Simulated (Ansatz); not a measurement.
## Worked example: C2H6 + CHBr2I → C2H5I + CH2Br2

Species: C2H6 (ethane) `CC`, singlet; CHBr2I `BrC(Br)I`, singlet; C2H5I (iodoethane) `CCI`, singlet; CH2Br2 (dibromomethane) `BrCBr`, singlet. The partners trade H for I; both sit on C, so the bond types are kept.

Shapes, held fixed at every level: PBE0-D4/def2-TZVP. Programs: Ansatz 0.2.0. The zero-point and thermal change to 298 K, harmonic and unscaled (PBE0-D4/def2-TZVP), is +2.1 kJ/mol.

At CCSD(T)/def2-TZVPP; 1 Eh = 2625.50 kJ/mol:

| species | energy (Eh) |
| --- | --- |
| C2H6 | -79.675440 |
| CHBr2I | -5481.173576 |
| C2H5I | -376.217188 |
| CH2Br2 | -5184.644088 |

Q: Work out ΔH(298 K) of the reaction at this level.

A: 
1. Products less reactants: (-376.217188) + (-5184.644088) − [(-79.675440) + (-5481.173576)] = -0.012260 Eh = -32.2 kJ/mol.
2. With the thermal change: -32.2 + (+2.1) = -30.1 kJ/mol.

Other levels give -33.1 (r2SCAN0-D4/def2-TZVPP) to -24.2 kJ/mol (SPW92/def2-TZVPP). No measured value is set beside it here. For atoms past krypton def2 sets carry core potentials with scalar relativity. Relativity is left out for Br. Outer-core shells of Br, I are correlated, in sets that cover them unevenly.
